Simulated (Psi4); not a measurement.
C$_{3}$H$_{9}$Ge, doublet, geometry from GFN2-xTB, atoms displaced at random by about 0.08 Å a coordinate; HF/STO-3G, gradient (Psi4 1.11).

Psi4 was given this input:
```
memory 2 GB

molecule {
0 2
C    -0.38154116    1.84179759   -0.22593202
Ge   -0.01881021   -0.20597630    0.24434493
C     1.75892789   -0.36042695   -0.27490363
C    -1.30993569   -1.08839398   -0.76498550
H    -0.09657387    1.78639197   -1.21905616
H     0.31572334    2.50876955    0.36748481
H    -1.44571320    2.18148932   -0.02763764
H     1.83207336   -0.30421091   -1.31837467
H     2.03218528   -1.55272516    0.04336525
H     2.48624126    0.15147441    0.19235122
H    -1.00333907   -0.94592027   -1.88393725
H    -1.26896494   -2.27068796   -0.70987599
H    -2.29533093   -0.77588253   -0.69888417
symmetry c1
no_reorient
no_com
}

set {
  basis sto-3g
  reference uhf
}

gradient('scf')
print_variables()
```

Task: Write the output that Psi4 gives for this input, abridged.

Result: 
```
gradient() will perform analytic gradient computation.

   => Loading Basis Set <=

    Name: STO-3G
    Role: ORBITAL
    Keyword: BASIS

         ---------------------------------------------------------
                                   SCF
               by Justin Turney, Rob Parrish, Andy Simmonett
                          and Daniel G. A. Smith
                              UHF Reference
         ---------------------------------------------------------

  ==> Geometry <==

    Molecular point group: c1
    Full point group: C1

    Geometry (in Angstrom), charge = 0, multiplicity = 2:

       Center              X                  Y                   Z               Mass
    ------------   -----------------  -----------------  -----------------  -----------------
         C           -0.381541160000     1.841797590000    -0.225932020000    12.000000000000
         GE          -0.018810210000    -0.205976300000     0.244344930000    73.921177761000
         C            1.758927890000    -0.360426950000    -0.274903630000    12.000000000000
         C           -1.309935690000    -1.088393980000    -0.764985500000    12.000000000000
         H           -0.096573870000     1.786391970000    -1.219056160000     1.007825032230
         H            0.315723340000     2.508769550000     0.367484810000     1.007825032230
         H           -1.445713200000     2.181489320000    -0.027637640000     1.007825032230
         H            1.832073360000    -0.304210910000    -1.318374670000     1.007825032230
         H            2.032185280000    -1.552725160000     0.043365250000     1.007825032230
         H            2.486241260000     0.151474410000     0.192351220000     1.007825032230
         H           -1.003339070000    -0.945920270000    -1.883937250000     1.007825032230
         H           -1.268964940000    -2.270687960000    -0.709875990000     1.007825032230
         H           -2.295330930000    -0.775882530000    -0.698884170000     1.007825032230

  Running in c1 symmetry.

  Rotational constants: A =      0.16638  B =      0.16005  C =      0.10000 [cm^-1]
  Rotational constants: A =   4987.87018  B =   4798.15512  C =   2998.03937 [MHz]
  Nuclear repulsion =  283.295619455834128

  Charge       = 0
  Multiplicity = 2
  Electrons    = 59
  Nalpha       = 30
  Nbeta        = 29

  ==> Algorithm <==

  SCF Algorithm Type is DF.
  DIIS enabled.
  MOM disabled.
  Fractional occupation disabled.
  Guess Type is SAD.
[...]
  @DF-UHF Final Energy: -2169.13784071316923
    Total Energy =                      -2169.1378407131692256
[...]
         H            2.486241260000     0.151474410000     0.192351220000     1.007825032230
         H           -1.003339070000    -0.945920270000    -1.883937250000     1.007825032230
         H           -1.268964940000    -2.270687960000    -0.709875990000     1.007825032230
         H           -2.295330930000    -0.775882530000    -0.698884170000     1.007825032230

  Nuclear repulsion =  283.295619455834128

  ==> Basis Set <==

  Basis Set: STO-3G
    Blend: STO-3G
    Number of shells: 26
    Number of basis functions: 42
    Number of Cartesian functions: 43
    Spherical Harmonics?: true
    Max angular momentum: 2

  ==> DFJKGrad: Density-Fitted SCF Gradients <==

    Gradient:                    1
    J tasked:                  Yes
    K tasked:                  Yes
    wK tasked:                  No
    Integrals threads:           1
    Schwarz Cutoff:          1E-12
    Fitting Condition:       1E-10

   => Auxiliary Basis Set <=

  Basis Set: (STO-3G AUX)
    Blend: DEF2-UNIVERSAL-JKFIT
    Number of shells: 189
    Number of basis functions: 653
    Number of Cartesian functions: 818
    Spherical Harmonics?: true
    Max angular momentum: 5

  -Total Gradient:
     Atom            X                  Y                   Z
    ------   -----------------  -----------------  -----------------
       1        0.008789406912     0.040122247140    -0.103242029047
       2        0.026780876075    -0.096286555527    -0.024563566040
       3        0.036453374628     0.184644056859    -0.017925182981
       4       -0.076261580660     0.100294308038     0.093514782112
       5       -0.002772411720    -0.021599525895     0.051348075476
       6        0.023405700698     0.022689428033     0.025810577037
       7       -0.039256999023     0.013373652281     0.017922318157
       8       -0.013196155308    -0.003806304068     0.033454475504
       9        0.014942701562    -0.096664230427     0.036130426930
      10       -0.051119054546    -0.056974513342    -0.037314198492
      11        0.020899237997     0.001003475522    -0.054042360969
      12        0.008246452170    -0.071280726814    -0.008645211449
      13        0.043088451217    -0.015515311828    -0.012448106235

  Variable Map:
  ----------------------------------------------------------------------------
[...]
  Array Variable Map:
  ----------------------------------------------------------------------------
[...]
[...]
```
